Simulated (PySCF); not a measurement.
# Orbital picture of ScSe

BP86 at R = 2.256 Å; PySCF, spin-free X2C with a Gaussian nucleus, basis sets Sc x2c-TZVPPall, Se x2c-TZVPPall. State: ²Σ⁺ (doublet), unpaired electrons σ ↑. Only the outer orbitals are listed, counted within each symmetry.

```csv
spin,orbital,occ.,ε (eV),on Sc (%),main shells (%)
α,5π,1,-33.63,100,100 Sc p
α,5π,1,-33.63,100,100 Sc p
α,11σ,1,-33.26,99,99 Sc p
α,12σ,1,-15.52,8,92 Se s
α,13σ,1,-6.10,31,"67 Se p, 15 Sc s, 14 Sc d"
α,6π,1,-5.58,29,"71 Se p, 24 Sc d"
α,6π,1,-5.58,29,"71 Se p, 24 Sc d"
α,14σ,1,-4.36,98,"66 Sc s, 27 Sc d"
α,2δ,0,-3.61,100,100 Sc d
α,2δ,0,-3.61,100,100 Sc d
α,7π,0,-2.93,89,"61 Sc d, 27 Sc p, 11 Se p"
β,5π,1,-33.42,100,100 Sc p
β,5π,1,-33.42,100,100 Sc p
β,11σ,1,-32.80,98,98 Sc p
β,12σ,1,-15.54,8,92 Se s
β,13σ,1,-5.99,27,"71 Se p, 15 Sc d, 11 Sc s"
β,6π,1,-5.57,26,"73 Se p, 21 Sc d"
β,6π,1,-5.57,26,"73 Se p, 21 Sc d"
β,14σ,0,-3.34,99,"73 Sc s, 18 Sc d"
β,2δ,0,-3.04,100,100 Sc d
β,2δ,0,-3.04,100,100 Sc d
```

Q: Which are the highest filled and the lowest empty level, where do they sit, and how wide is the gap?

A: Highest filled α 14σ at -4.36 eV (in %: 66 Sc s, 27 Sc d); lowest empty α 2δ at -3.61 eV (in %: 100 Sc d); the gap at BP86 is 0.75 eV.

| Property | Result |
| --- | --- |
| bond order (Mayer) | 2.61 |
| ⟨S²⟩ | 0.754 |
| charge on Sc (Mulliken, basis-dependent) | 0.20 |
| charge on Sc (Löwdin, basis-dependent) | -0.62 |
| dipole moment (positive dipole means Sc(−)Se(+)) | -5.07 D |

Spin–orbit coupling is left out. The state is the lowest single determinant that the PBE0 search found; with open d or f shells the true ground state can be another one.
